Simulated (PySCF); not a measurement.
**Fluorine: a sound run and one with changed settings**

Sound run: F²⁺ [He] 2s2 2p3, F³⁺ [He] 2s2 2p2. All numbers are calculated (PySCF 2.14, the spin-free X2C one-electron Hamiltonian (Gaussian nucleus), in aug-cc-pVDZ-DK (4s3p2d, 23 functions)). The sound run starts from symmetry-adapted Hartree-Fock orbitals and uses a fine grid where one is needed.

Changed run: initial guess sap, at most 2 SCF cycles. This setting is unsound on purpose.

```csv
species,method,sound run (hartree),changed run (hartree),converged
F²⁺,UHF,-97.66362,-97.66342,no
F²⁺,LDA,-97.20319,-97.17596,no
F²⁺,MN15,-97.82049,-97.81202,no
F³⁺,UHF,-95.37708,-95.37654,no
F³⁺,LDA,-94.88084,-94.87976,no
F³⁺,MN15,-95.50782,-95.50769,no
```

The SCF was stopped early; the energies are upper bounds that still move, and correlated levels were skipped or rest on poor orbitals.
